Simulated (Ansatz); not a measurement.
Reaction (ligand exchange at the Al–Cl bond): `[OH][Al]([F])[Cl]` + H₂Se → `[OH][Al]([F])[SeH]` + HCl

Gas-phase electronic energies from Ansatz, PBE0-D4/def2-TZVP geometries. CBS: MP2 limit from def2 TZ/QZ plus the TZ coupled-cluster correction, frozen cores. This one scheme is used for every species. DFT in def2-TZVPP. For Se outer-core shells are correlated without core-valence functions, which leaves a few kJ/mol of doubt a bond. Scalar relativity is left out up to krypton. Each species was taken in one conformer, which may not be the lowest.

```tsv
species	B2PLYP energy (Eh)
`[OH][Al]([F])[Cl]`	-878.27449
H₂Se	-2402.36791
`[OH][Al]([F])[SeH]`	-2819.93840
HCl	-460.68739
```

Problem. Work out ΔE.

Solution. ΔE = (-2819.93840) + (-460.68739) − (-878.27449) − (-2402.36791) = 0.01661 Eh = +10.4 kcal/mol. CCSD(T)/CBS gives +9.4 kcal/mol.

Largest T1 diagnostic among the species: 0.011.

Leaving LDA and LC-ωPBE aside and taking each functional with its dispersion term where it has one, the values, not all of them listed here, spread over 3.0 kcal/mol, from PBE-D4 to B97M-V. At CCSD(T), def2-SVP lies +1.9 kcal/mol from the extrapolated value and def2-TZVPP +0.3 kcal/mol.
